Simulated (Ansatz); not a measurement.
A CCSD(T) single point on C2H4OSi (`[SiH3]C1=CO1`).

```yaml
crystal:
  periodic: [false, false, false]
  atoms:
    - {symbol: Si, position_ang: [-0.218303, 1.192347, -0.463291]}
    - {symbol: C, position_ang: [0.277902, -0.431923, 0.171325]}
    - {symbol: C, position_ang: [0.516541, -1.619780, 0.622905]}
    - {symbol: O, position_ang: [-0.792007, -1.763058, 0.567968]}
    - {symbol: H, position_ang: [-0.917934, 1.054308, -1.764492]}
    - {symbol: H, position_ang: [-1.104560, 1.884064, 0.505056]}
    - {symbol: H, position_ang: [1.049542, 1.945754, -0.634414]}
    - {symbol: H, position_ang: [1.281019, -2.318714, 0.939343]}
basis:
  gaussian: {orbitals: def2-SVP}
correlation: {method: ccsd_t}
```

```sh
$ ansatz run in.yaml --threads 2 --pin off --events-out ev --progress --plain --max-ram 4352MiB
```

Output of Ansatz, abridged:

```
Functional definition: HF
790 factors; integrals over basis functions are off by at most 1.1e-3 eV
mean field evaluation 1: about -12010.5989 eV, gradient 3.1e1 eV
mean field evaluation 2: about -12010.6665 eV, gradient 3.1e1 eV
mean field evaluation 4: about -12013.3403 eV, gradient 4.7e0 eV
mean field evaluation 8: about -12013.4265 eV, gradient 1.9e-1 eV
mean field -12013.42695845 eV, -441.4852977297 hartree, gradient 2.2e-6 eV, S^2 0.000000; 0 other end points of the search recorded, 0 dependent functions left out; unrestricted orbitals would lower it
8 core orbitals not correlated: weight in the atoms' cores, before any rotation towards them, 1.000 or more for the frozen orbitals, at most 0.000 for the correlated occupied ones
reference -12013.42695845 eV, -441.4852977297 hartree; 11, 11 occupied and 61, 61 virtual orbitals, 790 factors
second order -14.87152683 eV of doubles, -0.00000000 eV of singles
cycle   1  -14.96745192 eV  change   -9.6e-2 eV  update   1.5e-1
cycle   2  -15.56446586 eV  change   -6.0e-1 eV  update   6.0e-2
cycle   3  -15.79117300 eV  change   -2.3e-1 eV  update   3.3e-2
cycle   4  -15.79501767 eV  change   -3.8e-3 eV  update   1.1e-2
cycle   5  -15.78774567 eV  change    7.3e-3 eV  update   4.5e-3
cycle   6  -15.78933951 eV  change   -1.6e-3 eV  update   1.9e-3
cycle   7  -15.78933066 eV  change    8.8e-6 eV  update   1.1e-3
cycle   8  -15.78922562 eV  change    1.1e-4 eV  update   6.0e-4
cycle   9  -15.78963334 eV  change   -4.1e-4 eV  update   2.7e-4
cycle  10  -15.78956481 eV  change    6.9e-5 eV  update   9.4e-5
cycle  11  -15.78956176 eV  change    3.1e-6 eV  update   4.4e-5
cycle  12  -15.78960102 eV  change   -3.9e-5 eV  update   1.4e-5
cycle  13  -15.78959387 eV  change    7.1e-6 eV  update   5.6e-6
perturbative correction -0.67735698 eV, -0.0248924099 hartree
Total energy: -12029.89390930 eV, -442.0904470118 hartree
```

It took 2.6 s on 2 threads of an Arm Neoverse V1 on a shared host, with 0.23 GiB of host memory at the peak.

MP2 recovers 90.3 % of the CCSD(T) correlation energy and the triples give 4.1 %; T1 = 0.0248.
